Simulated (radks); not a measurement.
The zinc ion Zn+, configuration [Ar] 3d10 4s1. Calculated with a radial shooting solver on a logarithmic mesh with Libxc functionals: Dirac Kohn-Sham, SOGGA, spin-unpolarised, spherical densities, finite nucleus; Fermi nuclear charge, rms radius 3.9283 fm. Some entries of the table are withheld. Estimate them.

orbital,occ.,eigenvalue (eV),r(max) (bohr)
1s1/2,2,-9523.995,0.03293
2s1/2,2,-1166.148,0.1895
2p1/2,2,-1028.412,(1)
2p3/2,4,-1004.570,(2)
3s1/2,2,-138.4590,0.5887
3p1/2,2,(3),0.5872
3p3/2,4,(4),0.5954
3d3/2,4,-19.8702,(5)
3d5/2,6,-19.5109,(6)
4s1/2,1,-13.8354,(7)

Answer. 
(1) 2p1/2 r(max) (bohr): 0.1502
(2) 2p3/2 r(max) (bohr): 0.1530
(3) 3p1/2 eigenvalue (eV): -94.8708
(4) 3p3/2 eigenvalue (eV): -91.8108
(5) 3d3/2 r(max) (bohr): 0.5645
(6) 3d5/2 r(max) (bohr): 0.5675
(7) 4s1/2 r(max) (bohr): 1.983
